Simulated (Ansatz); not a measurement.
Isolated molecules relaxed with PBE0-D4/def2-TZVP in Ansatz; ΔE leaves out vibrations. CCSD(T)/CBS is the MP2 limit (def2-TZVPP, def2-QZVPP) plus CCSD(T) − MP2 in def2-TZVPP, frozen cores. Functionals use def2-TZVPP. Each species was taken in one conformer, which may not be the lowest.

Consider the cleavage of the Si–Si bond: `F[Si](F)(F)[SiH3]` + `O=C([SiH3])S` → `O=C([SiH3])S[SiH3]` + `F[SiH](F)F`.

`F[Si](F)(F)[SiH3]`:

Z-matrix (Å, degrees):
```
Si
F 1 1.582
F 1 1.582 2 107.0
F 1 1.582 2 107.0 3 -114.3
Si 1 2.328 2 111.9 3 122.8
H 5 1.484 1 108.7 2 -60.0
H 5 1.484 1 108.7 2 60.0
H 5 1.484 1 108.7 2 -180.0
```

`O=C([SiH3])S`:

```xyz
8

O    -0.768   -1.549   -0.573
C    -0.009   -0.729   -0.132
Si   -0.502    1.129    0.002
S     1.635   -1.122    0.444
H     0.619    1.912    0.579
H    -0.820    1.595   -1.369
H    -1.699    1.202    0.871
H     1.545   -2.439    0.177
```

`O=C([SiH3])S[SiH3]`:

Z-matrix (Å, degrees):
```
Si
C 1 1.926
H 1 1.484 2 108.2
H 1 1.481 2 107.9 3 -120.6
H 1 1.484 2 108.2 3 118.8
S 2 1.790 1 114.8 3 -59.7
O 2 1.205 1 123.3 3 120.3
Si 6 2.159 2 95.5 1 179.9
H 8 1.479 6 110.5 2 -62.1
H 8 1.484 6 103.3 2 -180.0
H 8 1.479 6 110.5 2 62.1
```

`F[SiH](F)F`:

Cartesian coordinates in Å:
```
F -1.031 -0.995 -0.615
Si 0.025 -0.020 0.025
F -0.752 1.113 0.792
F 0.848 0.647 -1.137
H 0.910 -0.744 0.935
```

| species | r2SCAN energy (Eh) |
| --- | --- |
| `F[Si](F)(F)[SiH3]` | -880.50554 |
| `O=C([SiH3])S` | -803.36251 |
| `O=C([SiH3])S[SiH3]` | -1094.06070 |
| `F[SiH](F)F` | -589.83175 |

(1) Work out ΔE.

Largest T1 diagnostic among the species: 0.017.

Answers

(1) ΔE = (-1094.06070) + (-589.83175) − (-880.50554) − (-803.36251) = -0.02440 Eh = -64.1 kJ/mol. CCSD(T)/CBS gives -72.7 kJ/mol.

The D4 term adds −3.9 kJ/mol with B3LYP and −2.1 kJ/mol with PBE0; it sums over pairs of atoms, weighted by their polarisabilities, and B3LYP, whose exchange is more repulsive, gets the larger term. From PBE to PBE0 (25 % exact exchange), in def2-TZVPP and without D4, ΔE moves by −6.9 kJ/mol.

B3LYP here is the variant with VWN-RPA as its local correlation; programs differ in this.
